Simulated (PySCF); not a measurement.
# PrN: frontier orbitals

r²SCAN at R = 1.736 Å; basis Pr x2c-TZVPall, N x2c-TZVPall; spin-free X2C with a Gaussian nucleus; PySCF 2.14. State: triplet, about 2.4 electrons in the 4f shell (Mulliken), real f orbitals that mix terms. Only the outer orbitals are listed, counted within each symmetry.

```
spin  orbital  occ.  ε (eV)  on Pr (%)           main shells (%)
   α       6π     1  -21.72         99                   99 Pr p
   α       6π     1  -21.72         99                   99 Pr p
   α      13σ     1  -12.73         29  69 N s, 15 Pr p, 10 Pr d
   α       7π     1   -4.94         38  62 N p, 26 Pr d, 11 Pr f
   α       7π     1   -4.94         38  62 N p, 26 Pr d, 11 Pr f
   α      14σ     1   -4.32         59  37 Pr f, 35 N p, 14 Pr d
   α       1φ     1   -3.66        100                  100 Pr f
   α      15σ     1   -2.80         92  51 Pr f, 26 Pr d, 9 Pr s
   α       3δ     0   -2.17        100                   97 Pr f
   α       3δ     0   -2.17        100                   97 Pr f
   α      16σ     0   -2.10        101  77 Pr s, 10 Pr p, 9 Pr d
   β       6π     1  -20.98         99                   99 Pr p
   β       6π     1  -20.98         99                   99 Pr p
   β      13σ     1  -12.67         29           69 N s, 18 Pr p
   β       7π     1   -4.90         34           65 N p, 26 Pr d
   β       7π     1   -4.90         34           65 N p, 26 Pr d
   β      14σ     1   -3.83         48  46 N p, 26 Pr d, 12 Pr f
   β      15σ     0   -1.63         99          84 Pr s, 11 Pr p
   β       3δ     0   -0.84        100          78 Pr f, 22 Pr d
   β       3δ     0   -0.84        100          78 Pr f, 22 Pr d
```

Question: Which are the highest filled and the lowest empty level, where do they sit, and how wide is the gap?

Answer: Highest filled α 15σ at -2.80 eV (in %: 51 Pr f, 26 Pr d, 9 Pr s); lowest empty α 3δ at -2.17 eV (in %: 97 Pr f); the gap at r²SCAN is 0.63 eV.

* bond order (Mayer): 2.92
* ⟨S²⟩: 2.045
* charge on Pr (Mulliken, basis-dependent): 0.55
* charge on Pr (Löwdin, basis-dependent): 0.43
* dipole moment (positive dipole means Pr(−)N(+)): -5.30 D

Shares are Mulliken populations and can fall outside 0 to 100 %.

Spin–orbit coupling is left out. With d or f electrons several states lie close, and the lowest PBE0 determinant need not be the measured ground state.
